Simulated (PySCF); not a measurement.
# 1-butylpyrrolidine (SMILES C(C)CCN1CCCC1)

Molfile (atoms numbered from 1):
```
C8H17N
     RDKit          3D

 26 26  0  0  0  0  0  0  0  0999 V2000
    4.2105    0.4606    0.2683 C   0  0  0  0  0  0  0  0  0  0  0  0
    3.0098    0.0130   -0.5495 C   0  0  0  0  0  0  0  0  0  0  0  0
    1.6832    0.2104    0.1703 C   0  0  0  0  0  0  0  0  0  0  0  0
    0.4850   -0.2140   -0.6636 C   0  0  0  0  0  0  0  0  0  0  0  0
   -0.7624   -0.1588    0.0523 N   0  0  0  0  0  0  0  0  0  0  0  0
   -1.2081    1.1623    0.4465 C   0  0  0  0  0  0  0  0  0  0  0  0
   -2.6696    0.9619    0.8728 C   0  0  0  0  0  0  0  0  0  0  0  0
   -3.0728   -0.3895    0.2480 C   0  0  0  0  0  0  0  0  0  0  0  0
   -1.8870   -0.7443   -0.6426 C   0  0  0  0  0  0  0  0  0  0  0  0
    4.1489    1.5331    0.5141 H   0  0  0  0  0  0  0  0  0  0  0  0
    5.1553    0.2974   -0.2721 H   0  0  0  0  0  0  0  0  0  0  0  0
    4.2719   -0.0901    1.2207 H   0  0  0  0  0  0  0  0  0  0  0  0
    2.9891    0.5617   -1.5079 H   0  0  0  0  0  0  0  0  0  0  0  0
    3.1215   -1.0522   -0.8193 H   0  0  0  0  0  0  0  0  0  0  0  0
    1.5845    1.2717    0.4578 H   0  0  0  0  0  0  0  0  0  0  0  0
    1.6719   -0.3648    1.1123 H   0  0  0  0  0  0  0  0  0  0  0  0
    0.4459    0.4040   -1.5949 H   0  0  0  0  0  0  0  0  0  0  0  0
    0.6363   -1.2553   -0.9971 H   0  0  0  0  0  0  0  0  0  0  0  0
   -0.5810    1.5761    1.2508 H   0  0  0  0  0  0  0  0  0  0  0  0
   -1.1513    1.8754   -0.4102 H   0  0  0  0  0  0  0  0  0  0  0  0
   -2.7650    0.9333    1.9677 H   0  0  0  0  0  0  0  0  0  0  0  0
   -3.2993    1.7908    0.5183 H   0  0  0  0  0  0  0  0  0  0  0  0
   -4.0178   -0.3429   -0.3122 H   0  0  0  0  0  0  0  0  0  0  0  0
   -3.1907   -1.1529    1.0309 H   0  0  0  0  0  0  0  0  0  0  0  0
   -1.7473   -1.8289   -0.7788 H   0  0  0  0  0  0  0  0  0  0  0  0
   -2.0188   -0.2997   -1.6587 H   0  0  0  0  0  0  0  0  0  0  0  0
  1  2  1  0
  2  3  1  0
  3  4  1  0
  4  5  1  0
  5  6  1  0
  6  7  1  0
  7  8  1  0
  8  9  1  0
  9  5  1  0
  1 10  1  0
  1 11  1  0
  1 12  1  0
  2 13  1  0
  2 14  1  0
  3 15  1  0
  3 16  1  0
  4 17  1  0
  4 18  1  0
  6 19  1  0
  6 20  1  0
  7 21  1  0
  7 22  1  0
  8 23  1  0
  8 24  1  0
  9 25  1  0
  9 26  1  0
M  END
```

Computed, not measured: quadratic response CAM-B3LYP/def2-SVPD first hyperpolarisability, Taylor convention, gas phase in PySCF 2.14.0. Geometry: PBE0-D3(BJ)/def2-SVP.

Question: Give the tensor of the second harmonic β(−2ω;ω,ω) at 1064 nm in the axes of these coordinates.

Answer: In au, Taylor convention; rows are the first index (the induced dipole):
|  | xx | yy | zz | xy | xz | yz |
| --- | --- | --- | --- | --- | --- | --- |
| x | -14.3 | +24.3 | +5.3 | -21.4 | +72.5 | +5.9 |
| y | -22.4 | -73.2 | -24.6 | +23.9 | +6.1 | +33.3 |
| z | +74.0 | +34.4 | +95.9 | +6.0 | +4.3 | -23.6 |

Norm of βᵢ = ⅓ Σⱼ (βᵢⱼⱼ + βⱼᵢⱼ + βⱼⱼᵢ): 235.3 au, hyper-Rayleigh value 89.4 au.
